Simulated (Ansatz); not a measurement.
CH5Si (SMILES [CH2][SiH3]), doublet, at a GFN2-xTB geometry; Ansatz (a program for electronic structure) with HF/cc-pVDZ.

The Ansatz input:
Ansatz 0.2 input:
```yaml
crystal:
  periodic: [false, false, false]
  atoms:
    - {symbol: C, position_ang: [-0.01711389, 0.13861103, -1.25945287]}
    - {symbol: Si, position_ang: [0.00774095, -0.06609183, 0.57241213]}
    - {symbol: H, position_ang: [-0.92959358, 0.22915764, -1.82227983]}
    - {symbol: H, position_ang: [0.88009381, 0.20740535, -1.84926448]}
    - {symbol: H, position_ang: [0.03350168, 1.24334789, 1.24448153]}
    - {symbol: H, position_ang: [-1.19792114, -0.77868484, 1.00294438]}
    - {symbol: H, position_ang: [1.20822931, -0.80760657, 0.96706573]}
basis:
  gaussian:
    orbitals: cc-pVDZ
hamiltonian:
  xc: hf
magnetization: {spin_polarized: true, initial_magnetization: 1}
```

Task: Write the output that Ansatz gives for this input, abridged.

Result: 
```
Functional definition: HF
530 factors; integrals over basis functions are off by at most 9.5e-4 eV
mean field evaluation 1: about -8969.0722 eV, gradient 1.3e1 eV
mean field evaluation 2: about -8969.1132 eV, gradient 1.3e1 eV
mean field evaluation 4: about -8970.5137 eV, gradient 1.6e0 eV
mean field evaluation 8: about -8970.5428 eV, gradient 1.7e-1 eV
mean field -8970.54345387 eV, -329.6613914770 hartree, gradient 4.6e-5 eV, S^2 0.760553; 0 other end points of the search recorded, 0 dependent functions left out
reference -8970.54345387 eV, -329.6613914770 hartree; 13, 12 occupied and 44, 45 virtual orbitals, 530 factors
Total energy: -8970.54345387 eV, -329.6613914770 hartree
```
